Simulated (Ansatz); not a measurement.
Consider the redistribution: `N#[C][In]([Cl])[Cl]` + `O=C=[N][AlH][Cl]` → `O=C=[N][In]([Cl])[Cl]` + `N#[C][AlH][Cl]`.

Gas-phase electronic energies from Ansatz, PBE0-D4/def2-TZVP geometries. CCSD(T)/CBS is the MP2 limit (def2-TZVPP, def2-QZVPP) plus CCSD(T) − MP2 in def2-TZVPP, frozen cores. This one scheme is used for every species. DFT in def2-TZVPP. Elements past krypton have def2 core potentials. For In outer-core shells are correlated without core-valence functions, which leaves a few kJ/mol of doubt a bond. Each species was taken in one conformer, which may not be the lowest.

`N#[C][In]([Cl])[Cl]`:

```xyz
5

N    -1.265    1.360    1.881
C    -0.715    0.766    1.060
In    0.286   -0.308   -0.427
Cl    2.000   -1.726    0.112
Cl   -0.306   -0.092   -2.626
```

`O=C=[N][AlH][Cl]`:

```xyz
6

O    -2.395    1.143   -1.254
C    -1.488    0.661   -0.705
N    -0.565    0.160   -0.131
Al    0.898   -0.501    0.579
Cl    2.709   -0.105   -0.372
H     0.841   -1.358    1.883
```

`O=C=[N][In]([Cl])[Cl]`:

Cartesian coordinates in Å:
```
O -2.729 0.200 -1.055
C -1.723 0.430 -0.516
N -0.714 0.746 0.067
In 1.058 -0.137 0.379
Cl 2.634 0.990 1.592
Cl 1.474 -2.229 -0.467
```

`N#[C][AlH][Cl]`:

Cartesian coordinates in Å:
```
N 1.027 -1.132 -1.883
C 0.525 -0.621 -0.979
Al -0.335 0.189 0.542
Cl 0.035 2.211 0.828
H -1.252 -0.647 1.492
```

| level | ΔE (kJ/mol) | difference from CCSD(T)/CBS |
| --- | --- | --- |
| revPBE-D4 | 50.0 | 1.3 |
| r2SCAN-D4 | 54.1 | 5.4 |
| BHLYP-D4 | 56.9 | 8.2 |
| B2PLYP | 54.1 | 5.4 |
| revPBE | 50.6 | 1.9 |
| BHLYP | 57.7 | 9.0 |
| CAM-B3LYP | 57.4 | 8.7 |
| MP2/def2-TZVPP | 53.4 | 4.7 |
| CCSD/def2-TZVPP | 55.3 | 6.6 |
| HF/CBS(def2) | 56.2 | 7.5 |
| CCSD(T)/CBS | 48.7 | 0 |

Largest T1 diagnostic among the species: 0.015.

Leaving LDA and LC-ωPBE aside and taking each functional with its dispersion term where it has one, the values spread over 7.0 kJ/mol, from revPBE-D4 to BHLYP-D4. LDA lies +5.8 kJ/mol from PBE without D4. In def2-TZVPP, CCSD(T) changes the Hartree–Fock value by −3.1 kJ/mol (the triples alone add −1.6 kJ/mol) and MP2 by −3.5 kJ/mol. From BLYP to BHLYP (50 % exact exchange), in def2-TZVPP and without D4, ΔE moves by +4.6 kJ/mol.
